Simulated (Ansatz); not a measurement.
Molecule: sum formula GaO$_{2}$H$_{2}$, charge 0, multiplicity 2. It need not be the lowest isomer of its formula. SMILES: [OH][Ga][OH]
Geometry from a B3LYP-D3(BJ)/def2-TZVP (Ansatz, a quantum-chemistry and plane-wave program) optimisation:
```
Ga
O 1 1.8122
H 2 0.9632 1 114.15
O 1 1.8122 2 112.82 3 -180.00
H 4 0.9632 1 114.15 2 -180.00
```
Charge 0, spin multiplicity 2.

Wanted: vertical electron affinity (to the singlet state of charge -1; a negative value means that the extra electron is unbound and the number depends on the basis; each state is the SCF solution reached for its spin), in eV. Cores are frozen in the correlated levels unless marked. Open shells are spin-unrestricted. Spin-orbit coupling is left out. Frozen are the shells of the preceding noble gas and the d and f shells that filled before the atom's block. No relativistic terms. Anions need diffuse functions: aug- sets have them; def2-D sets add few. CBS(X,Y): correlation extrapolated as X^-3; Hartree-Fock from the larger set. [CCSD(T)-MP2]/basis is that difference in the basis named.

```json
[
 {"level": "HF/aug-cc-pVQZ", "program": "Ansatz", "vertical electron affinity (eV)": "0.60", "minus last row": "-1.01"},
 {"level": "wB97X-V/def2-TZVPD", "program": "Ansatz", "vertical electron affinity (eV)": "1.57", "minus last row": "-0.04"},
 {"level": "MP2/aug-cc-pVTZ", "program": "Ansatz", "vertical electron affinity (eV)": "1.42", "minus last row": "-0.19"},
 {"level": "SCS-MP2/aug-cc-pVDZ", "program": "Ansatz", "vertical electron affinity (eV)": "1.37", "minus last row": "-0.24"},
 {"level": "CCSD/aug-cc-pVTZ", "program": "Ansatz", "vertical electron affinity (eV)": "1.49", "minus last row": "-0.12"},
 {"level": "RI-MP2/CBS(aug-cc-pVTZ,aug-cc-pVQZ)+[CCSD(T)-MP2]/aug-cc-pVDZ", "program": "Ansatz", "vertical electron affinity (eV)": "1.62", "minus last row": "0.01"},
 {"level": "RI-MP2/CBS(aug-cc-pVTZ,aug-cc-pVQZ)+[CCSD(T)-MP2]/aug-cc-pVTZ", "program": "Ansatz", "vertical electron affinity (eV)": "1.61", "minus last row": "0.00"}
]
```
